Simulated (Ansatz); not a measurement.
Input file:

```yaml
crystal:
  periodic: [false, false, false]
  atoms:
    - { symbol: As, position_ang: [-0.7234, 2.4315, 0.2193] }
    - { symbol: C, position_ang: [0.0681, 0.6955, 0.189] }
    - { symbol: O, position_ang: [-0.963, -0.2769, 0.1046] }
    - { symbol: Sn, position_ang: [0.046, -2.0442, 0.0996] }
    - { symbol: H, position_ang: [0.5925, 3.1852, -0.0884] }
    - { symbol: H, position_ang: [-1.1287, 2.4059, -1.3142] }
    - { symbol: H, position_ang: [0.7684, 0.6418, -0.6921] }
    - { symbol: H, position_ang: [0.6995, 0.6056, 1.1197] }
    - { symbol: H, position_ang: [1.0345, -2.1407, -1.2452] }
    - { symbol: H, position_ang: [0.9159, -2.2404, 1.5907] }
    - { symbol: H, position_ang: [-1.2445, -3.3202, 0.0376] }
basis:
  gaussian: { orbitals: def2-SVP }
hamiltonian:
  xc: pbe
relax:
  f_tol: 0.015
  max_steps: 40
output:
  orbitals: {}
```

Command:

```bash
$ ansatz run input.yaml --threads 2 --pin off --max-ram 3072MiB --backend cpu --events-out ev --progress --plain --runs-dir out
```

Hardware: 2 threads of Intel(R) Xeon(R) Platinum 8488C (Sapphire Rapids), with other jobs on the host.

Q: Roughly how long does this run take, and how much memory?

A: 17 s, with a peak of 0.19 GiB, for 8 ionic steps.
